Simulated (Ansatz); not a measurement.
A geometry relaxed with PBE0-D3(BJ)/def2-TZVP (Ansatz, an electronic-structure program), charge 0, multiplicity 1:

```xyz
13

H     -0.1311     2.0813     0.0870
H     -0.7642     1.0115     1.3396
C     -0.0548    -0.0144    -0.4381
H      1.9670     0.6857    -0.1279
H     -0.9096    -1.5128     0.9383
C     -0.8505    -1.2565    -0.1467
C      1.3779    -0.2178     0.0439
H      1.4028    -0.4306     1.1170
H      1.8634    -1.0452    -0.4775
H     -0.0696     0.1306    -1.5216
O     -1.3928    -1.9467    -0.9639
H     -1.7263     1.3423    -0.1087
C     -0.7121     1.1726     0.2586
```

Question: Write the SMILES of this molecule.

Answer: `CC(C)C=O`
